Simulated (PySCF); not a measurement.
**Worked example: chemical shift, span and skew from a shielding tensor**

C3H5N3, SMILES [nH]1cc[nH]c1=N. Atoms are numbered in the order given.

```xyz
11

N     -0.1319     2.0735     0.0000
C     -0.0187     0.7957     0.0000
N     -1.0910    -0.0897     0.0000
C     -0.6593    -1.4130     0.0000
C      0.6946    -1.3970     0.0000
N      1.0892    -0.0550     0.0000
H      0.7810     2.5289     0.0000
H     -2.0447     0.2416     0.0000
H     -1.3495    -2.2510     0.0000
H      1.4083    -2.2150     0.0000
H      2.0411     0.2803     0.0000
```
Charge 0, spin multiplicity 1.

Geometry: B3LYP-D3(BJ)/def2-SVP.

GIAO shieldings from PBE/pcSseg-1 (PySCF), non-relativistic, no solvent. The symmetric part of the tensor of C2 has the principal values -61.9, 77.4, 77.5 ppm. The same nucleus in TMS has σ = 182.0 ppm at this level (PySCF, at its B3LYP-D3(BJ)/def2-TZVP geometry).

Question: Work out the isotropic shielding, the ¹³C shift against TMS, the span and the skew.

Answer: 
σ(iso) = (σ11 + σ22 + σ33)/3 = 31.0 ppm. δ = σ(ref) − σ(iso) = 182.0 − (31.0) = 151.0 ppm.
Span Ω = σ33 − σ11 = 139.4 ppm. Skew κ = 3(σ(iso) − σ22)/Ω = -1.00, an axial tensor. Tumbling in solution averages the tensor to δ; in a static solid the shielding alone would spread this spin-1/2 line over Ω.
